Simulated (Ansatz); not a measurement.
Si(NCS)2Cl2 (SiC2S2N2Cl2), relaxed as a singlet with RKS r2SCAN-D4/def2-SVP in Ansatz, starting from the GFN2-xTB geometry. Force threshold 0.02 eV/Å.

Start:

```xyz
9

Si    0.0868   -0.2624    0.7634
N    -0.1039   -1.1692   -0.6727
C    -0.2660   -2.0792   -1.4321
S    -0.4712   -3.1980   -2.4765
N     0.0336    1.3419    0.1758
C     0.1121    2.5340    0.1103
S     0.1895    4.0671   -0.0565
Cl    1.8674   -0.6469    1.5866
Cl   -1.4483   -0.5872    2.0016
```

```tsv
step	energy (eV)	largest force component (eV/Å)	SCF passes
1	-59625.0251	1.539	20
2	-59625.1382	0.452	22
3	-59625.1506	0.218	22
4 (rejected)	-59625.1421	0.609	21
5	-59625.1591	0.028	20
6	-59625.1636	0.043	20
7	-59625.1648	0.408	28
8	-59625.1675	0.018	22
9	-59625.1678	0.012	22
10	-59625.1680	0.055	21
11	-59625.1681	0.021	24
12	-59625.1681	0.001	24
```

Force components are those of the run's own axes.

End:

```xyz
9

Si    0.0946   -0.2789    0.8113
N    -0.1223   -1.2655   -0.5500
C    -0.2711   -2.0282   -1.4705
S    -0.4655   -3.0123   -2.6752
N     0.0965    1.3439    0.3213
C     0.1058    2.5171    0.0483
S     0.1165    4.0414   -0.3178
Cl    1.8764   -0.7258    1.7014
Cl   -1.4308   -0.5916    2.1312
```

By distances, no bond broke or formed. The bond that changes most is Si1–Cl9, from 2.00 to 2.04 Å (atoms count from 1).

The force fell under the threshold at step 8, but the optimiser went on. No frequencies were taken in this run, so the end may be a saddle point.

Run time 39 s (2 threads of AMD EPYC 7R13 on a shared host).
